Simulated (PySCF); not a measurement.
## Radial density of La⁺ (lanthanum, charge +1)

HSE06, [Xe] 5d1 6s1, 6s spin antiparallel (an excited configuration). Calculation: PySCF 2.14, in x2c-TZVPPall with one added diffuse shell each of s, p, d type (12s8p8d3f1g, 106 functions); the spin-free X2C one-electron Hamiltonian (Gaussian nucleus).

```tsv
r (bohr)	4πr²ρ (e/bohr)	4πr²(ρα − ρβ)
0.0284	66.65	0.0000
0.0477	75.38	-0.0014
0.0802	97.77	0.0034
0.135	71.71	0.0283
0.227	84.06	0.0054
0.382	34.58	0.0098
0.642	34.38	0.0615
1.08	11.54	-0.0457
1.82	6.003	0.3396
3.06	1.141	0.0328
5.14	0.2337	-0.1315
8.65	0.004222	-0.0039
14.5	3.845e-05	0.0000
```

Densities and radii are taken from the X2C orbitals without a picture-change correction, which distorts them close to the nucleus.

Spin-orbit coupling, absent here, splits the open shell strongly. With the s spin flipped the determinant is a mixture of two multiplicities, not a spectroscopic state.
